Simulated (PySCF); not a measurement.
An unknown shows these calculated signals:

¹H NMR (400 MHz, computed): δ 4.51 (s, 2H), 3.74 (s, 3H), 3.47 (s, 2H), 0.96 (s, 9H).

¹³C{¹H} NMR (computed): δ 81.6 (CH2), 54.0 (CH3), 34.3 (C), 28.0 (CH3).

PySCF 2.14.0 with density-fitted response routines calculation with shielding tensors at B3LYP/pcSseg-1 (GIAO) and structure optimised with PBE0-D3(BJ)/def2-SVP; one conformer, gas phase, averaged over atoms made equivalent by symmetry, fast rotation or ring inversion, no relativistic terms.

References, each an isolated molecule treated in the same way: ¹H (σ = 31.38 ppm), ¹³C (σ = 179.24 ppm) vs TMS.

Which of these does the molecule contain: a benzene ring, a tert-butyl group, a Si–H bond, a ketone, an N-methyl group?

Answers


- A benzene ring: no.
- A tert-butyl group: yes (δC 28.0, 34.3; δH 0.96 (s)).
- A Si–H bond: yes (δH 4.51 (s)).
- A ketone: no.
- An N-methyl group: no.

The data belong to `O([SiH2]OC)CC(C)(C)C`, C₆H₁₆O₂Si; they needn't prove each group on their own.

Carbon signals by region: 2 at 50–100 ppm, 2 below 50 ppm.

Shifts are as computed. Against solution values, carbons near 30 ppm lie about +2 ppm off and those near 130 ppm about +6 ppm. Of 1313 compounds with measured shifts, 239 miss one by over three times the rms of a fit or turn the order of signals round; such compounds aren't used in these exercises. No couplings were computed; multiplicities are counted from neighbouring protons, with m where these are inequivalent, close in shift, in a saturated or five-membered ring or joined by F or P, and br s for small geminal =CH2 splittings.
